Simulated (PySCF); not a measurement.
H2O2Zn, charge -1, doublet, geometry from GFN2-xTB (such geometries of metal compounds can be far from the true shape) (a state made from the parent by changing its charge; the spin is typed, not shown lowest). Base run: HF/6-31G* (PySCF).

Input for PySCF:
```python
from pyscf import gto, scf, solvent

mol = gto.Mole()
mol.atom = '''
    Zn   -0.007171    0.374766    0.052792
    O     1.420416   -0.494774   -1.232735
    H     2.032973    0.102905   -1.662896
    O    -1.394322   -0.868880    1.040641
    H    -2.026587   -0.436649    1.615883
'''
mol.basis = '6-31g*'
mol.charge = -1
mol.spin = 1
mol.verbose = 4
mol.build()

mf = scf.UHF(mol)
mf.kernel()
```

Variants of this job, named by their change:

```
change                                                     ΔE vs base (kJ/mol)
---------------------------------------------------------  -------------------
base                                                                      0.00
model = COSMO; solvent = chloroform                                     -199.2
model = IEF-PCM; solvent = chloroform; r_probe = 0.5                    -173.1
model = IEF-PCM; solvent = chloroform; lebedev_order = 11               -213.4
model = IEF-PCM; solvent = chloroform; vdw_scale = 1.4                  -184.2
model = C-PCM; solvent = chloroform                                     -221.0
model = IEF-PCM; solvent = dichloromethane                              -246.7
model = IEF-PCM; solvent = chloroform; vdw_scale = 1.1                  -246.1
model = IEF-PCM; solvent = water                                        -278.9
model = ddCOSMO; solvent = chloroform                                   -183.4
model = IEF-PCM; solvent = chloroform                                   -215.4
model = SS(V)PE; solvent = chloroform                                   -211.4
```

The base is the gas phase, so ΔE is the electrostatic part of solvation at a fixed geometry, without cavity and dispersion terms.

Open shells are given as the SCF converged; they aren't shown to be the lowest states, and a large step between rows can be another state.

The gas-phase anion may not be bound at this level, which the solvent then changes.
